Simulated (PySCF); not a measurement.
# Computed structure and properties of HgF2

System: HgF2 (singlet); start: template (C2v). Method: PySCF 2.14.0, RKS PBE0, Hg def2-SVP with ECP60, F def2-SVP; non-relativistic Hamiltonian with scalar-relativistic core potentials where named; density fitting; no spin-orbit coupling.

Input of the relaxation:

```python
mol = gto.M(atom='''
Hg     0.00000     0.00000    -0.11348
F      1.60140    -0.00000     0.60322
F     -1.60140     0.00000     0.60322''',
    basis={'Hg': 'def2-SVP', 'F': 'def2-SVP'},
    ecp={'Hg': 'def2-SVP'},
    charge=0, spin=0)
mf = dft.RKS(mol, xc='PBE0')
mf.grids.atom_grid = (50, 194)
mf = mf.density_fit()  # fitting sets: Hg def2-universal-JKFIT, F def2-universal-JKFIT
mf.conv_tol = 1e-08; mf.max_cycle = 55
mf.kernel(dm0)  # dm0: converged density of the start geometry
# quasi-Newton relaxation in Cartesian coordinates to a largest gradient under 0.00045 Eh/bohr, steps kept in the point group
```

Run from Python with OMP_NUM_THREADS=2; the lines above give its settings. Where DIIS fails, smearing, a level shift and second-order steps follow.
It took 7.4 s on 2 threads of Arm Neoverse V1 (shared host), from the converged density of the start.

Course of the relaxation:

```tsv
step	energy above end (eV)	largest force component within the symmetry (eV/Å)
0	2.5055	8.479
1	0.8281	1.559
2	0.4226	1.680
3	0.1934	1.697
4	0.1048	1.085
5	0.0130	0.304
6	0.0003	0.051
7	0.0000	0.003
```

Relaxed geometry (D∞h):

```xyz
3

Hg    0.0000    0.0000    0.3648
F     1.9166    0.0000    0.3641
F    -1.9166    0.0000    0.3641
```

```csv
contact,Å
Hg1–F2 (F),1.917
Hg1–F3 (F),1.917
```

On the finer grid (75, 302):

```json
{
  "HOMO": "-9.86 eV",
  "LUMO": "-2.15 eV",
  "Dipole about the centre of mass": "0.00 D",
  "Set of Mulliken populations of Hg1 outside the core potential": "s 2.97, p 6.29, d 9.84, f 0.02",
  "D3(BJ) dispersion energy (not in the energies)": "-0.025 eV"
}
```

```
atom  Mulliken (e)  Löwdin (e)  spin (e)
 Hg1          0.87        0.59      0.00
  F2         -0.44       -0.29      0.00
  F3         -0.44       -0.29      0.00
```

On the grid (50, 194), as all that follows. Harmonic modes: a minimum; lowest 188 cm⁻¹ (negative: unstable), highest 670 cm⁻¹, zero-point energy 0.101 eV.

Taking off one F (charge -1, singlet; the rest: singlet) in vacuum, both parts rigid, costs 12.44 eV; the small basis without counterpoise inflates it. Most of it is the attraction of opposite charges; other ways to part are cheaper, and one spin state was tried for the rest.

Rigid scan of F along the line from its metal:

```json
{"distance to F2 (Å)": "1.62", "energy (eV)": "2.048"}
{"distance to F2 (Å)": "1.72", "energy (eV)": "0.745"}
{"distance to F2 (Å)": "1.82", "energy (eV)": "0.154"}
{"distance to F2 (Å)": "1.92", "energy (eV)": "0.000"}
{"distance to F2 (Å)": "2.02", "energy (eV)": "0.108"}
{"distance to F2 (Å)": "2.12", "energy (eV)": "0.367"}
{"distance to F2 (Å)": "2.32", "energy (eV)": "1.085"}
{"distance to F2 (Å)": "2.62", "energy (eV)": "2.211"}
{"distance to F2 (Å)": "3.02", "energy (eV)": "3.418"}
{"distance to F2 (Å)": "3.52", "energy (eV)": "4.421"}
```

One start shape was tried, so this needn't be the lowest isomer.
